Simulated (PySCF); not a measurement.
**Frontier levels across methods**

Species: C₇H₁₁N.
Structure used (PBE0-D3(BJ)/def2-SVP), in Å, numbered top down from 1:
```xyz
19
C7H11N angstrom
C     -0.5294    3.9135    0.6253
N     -0.4656    2.8126    0.2262
C     -0.3820    1.4705   -0.2233
C     -1.5310    0.6338    0.3444
C     -1.4330   -0.8124   -0.1264
C     -0.0793   -1.4244    0.2185
C      1.0652   -0.5837   -0.3377
C      0.9775    0.8635    0.1317
H     -0.4774    1.4920   -1.3244
H     -1.4782    0.6801    1.4457
H     -2.4917    1.0845    0.0518
H     -1.5834   -0.8507   -1.2205
H     -2.2502   -1.4030    0.3163
H      0.0196   -1.4905    1.3168
H     -0.0169   -2.4563   -0.1616
H      2.0376   -1.0101   -0.0456
H      1.0360   -0.6114   -1.4419
H      1.1021    0.9170    1.2268
H      1.7783    1.4758   -0.3106
```

Basis pcSseg-1 throughout (PySCF), one geometry. Isolated species at its PBE0-D3(BJ)/def2-SVP geometry (one conformer only).

Q: How do the orbital energies, the gap and the dipole change with the method?

A: 
```csv
method,kind,HOMO (eV),LUMO (eV),gap (eV),μ (D),SCF cycles
BLYP,GGA,-6.66,-0.11,6.55,4.26,15
OPBE,GGA,-6.77,-0.06,6.71,4.31,15
B97-D,GGA,-6.83,-0.12,6.72,4.25,14
BP86,GGA,-6.91,-0.28,6.63,4.32,15
PBE0,global hybrid,-8.45,0.83,9.28,4.22,14
mPW1PW91,global hybrid,-8.50,0.83,9.33,4.21,14
CAM-B3LYP,range-separated hybrid,-9.98,1.83,11.81,4.14,12
```

The HOMO spans 3.32 eV, from BLYP down to CAM-B3LYP, and the gap runs from 6.55 eV (BLYP) to 11.81 eV (CAM-B3LYP). The dipole ranges from 4.14 D (CAM-B3LYP) to 4.32 D (BP86). This basis has no diffuse functions.
